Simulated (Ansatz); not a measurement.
Basis-set extrapolation for `C[SiH]([AlH2])O[SiH3]` (PBE0-D4/def2-TZVP geometry, frozen core, the Gaussian-basis code of Ansatz). Multiplicity 1, RHF reference.

```json
{"": "HF", "def2-TZVPP": "-937.917079", "def2-QZVPP": "-937.948705"}
{"": "MP2 correlation", "def2-TZVPP": "-0.738736", "def2-QZVPP": "-0.793679"}
{"": "CCSD(T) correlation", "def2-TZVPP": "-0.834001", "def2-QZVPP": "not run"}
```

Energies in hartree. Use E(X) = E(∞) + A·exp(−7.88·√X) for Hartree–Fock and E(X) = E(∞) + B·X^(−2.97) for correlation, with X = 3 and 4, and add CCSD(T) minus MP2 of the smaller set to the MP2 limit.

Task: What is the CCSD(T) energy at the basis-set limit?

Result: HF limit: -937.948705 + (-0.031626) × 0.13774 = -937.95306. MP2 limit: -0.793679 + (-0.054943) × 0.74074 = -0.83438. Higher-order term: -0.834001 − (-0.738736) = -0.09527. Total: -938.88271 hartree, 3.58 eV below CCSD(T)/def2-TZVPP.
